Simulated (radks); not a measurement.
Charge is removed step by step from the 5s down level of In, starting from [Kr] 4d10 5s(up 1, down 1) 5p1. Calculated with a radial shooting solver on a logarithmic mesh with Libxc functionals: scalar-relativistic Kohn-Sham, PBE, spin-polarised, spherical densities, point nucleus; open shells are filled with parallel spins first (spin-orbit coupling, left out, can overturn this in heavy ions).

removed (e),E - E(0) (eV),eigenvalue (eV),E minus straight line (eV)
0,0.000,-7.867,0.000
0.125,1.034,-8.684,-0.380
0.25,2.172,-9.525,-0.657
0.375,3.416,-10.388,-0.827
0.5,4.769,-11.270,-0.889
0.625,6.234,-12.172,-0.838
0.75,7.812,-13.090,-0.674
0.875,9.506,-14.018,-0.395
1,11.315,-14.920,0.000

Removing the whole electron costs 11.315 eV by Delta-SCF, against 7.867 eV from minus the eigenvalue at the starting occupation. Slater's transition state (half an electron removed) gives 11.270 eV. Integrating minus the eigenvalue over the occupation (Janak's theorem) gives 11.317 eV. In this scalar-relativistic scheme the density is built from large components alone, so the theorem holds only approximately. The mean slope of the eigenvalue, de/dn, is 7.05 eV per electron.
